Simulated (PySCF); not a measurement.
# How methods differ on the excitation energy of Ru

Ru [Kr] 4d7 5s1 (5F) → Ru [Kr] 4d6 5s1 5p1 (high-spin determinant), as a difference of total energies. All numbers are calculated (PySCF 2.14, scalar relativity through the core potential, in aug-cc-pwCVTZ-PP with ECP28MDF). Correlated levels: valence: 4s2 4p6 frozen; valence and next inner shell: nothing frozen outside the core potential. The calculations carry no spin-orbit coupling.

```tsv
method	excitation energy (eV)
UHF	1.620
LDA	3.557
PBE	3.509
PBE0	3.233
r2SCAN	3.078
BP86	3.603
M06-L	3.945
wB97M-V	3.185
MP2 (valence)	3.035
SCS-MP2 (valence)	3.403
MP2 (valence and next inner shell)	2.923
SCS-MP2 (valence and next inner shell)	3.093
```

Task: How much does correlation contribute at MP2 (valence and next inner shell)?

Result: 2.923 − (1.620) = 1.303 eV, measured against UHF.

The determinant of the upper state mixes LS terms, which raises its energy above the lowest term, most at the Hartree-Fock and MP2 levels.
